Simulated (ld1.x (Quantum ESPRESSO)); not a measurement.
**Transferability test, PAW potential for cerium**

* Element: Ce
* Generator: ld1.x (Quantum ESPRESSO) 7.5
* Type: PAW
* Functional: PBEsol
* Relativity: non-relativistic
* Frozen core: [Kr]
* Valence charge: 22
* Reference configuration: 4d10 4f0.5 5s2 5p6 5d1.5 6s2 6p0
* Partial waves: 5s (bound): rcut 1.44, rcutus 1.48 bohr; 6s (bound): rcut 1.44, rcutus 1.48 bohr; 5p (bound): rcut 1.66, rcutus 2.12 bohr; 6p (bound, empty): rcut 1.66, rcutus 2.12 bohr; 4d (bound): rcut 0.72, rcutus 0.80 bohr; 5d (bound): rcut 0.72, rcutus 0.80 bohr; 4f (bound): rcut 1.04, rcutus 1.16 bohr; 4f channel at -0.45 Ry: rcut 1.04, rcutus 1.16 bohr
* Local potential: all-electron potential smoothed inside 1.74 bohr (lloc = -2)
* Core correction: Bessel-smoothed model core inside 1.00 bohr
* Augmentation charge: PSQ, radius 0.76 bohr

Energies are relative to the spin-unpolarised reference configuration 4d10 4f0.5 5s2 5p6 5d1.5 6s2 6p0; without spin polarisation the order of configurations can differ from experiment.

| valence configuration | charge | ΔE all-electron (eV) | error AE − PS (meV) |
| --- | --- | --- | --- |
| 4d10 4f1 5s2 5p6 5d1 6s2 6p0 | 0 | -3.285 | -1.6 |
| 4d10 4f1 5s2 5p6 5d1 6s1 6p0 | +1 | 2.497 | -1.7 |
| 4d10 4f1 5s2 5p6 5d1 6s0 6p0 | +2 | 12.996 | -1.8 |
| 4d10 4f1 5s2 5p6 5d0 6s0 6p0 | +3 | 32.693 | 0.0 |
| 4d10 4f2 5s2 5p6 5d1 6s0 6p0 | +1 | -0.739 | -33 |
| 4d10 4f1 5s2 5p6 5d0 6s2 6p1 | 0 | -0.324 | -0.1 |

(1) What are ΔE and the potential's error for 4d10 4f1 5s2 5p6 5d1 6s1 6p1?

Answers

(1) ΔE = -1.144 eV all-electron; the error (AE − PS) is -1.7 meV.
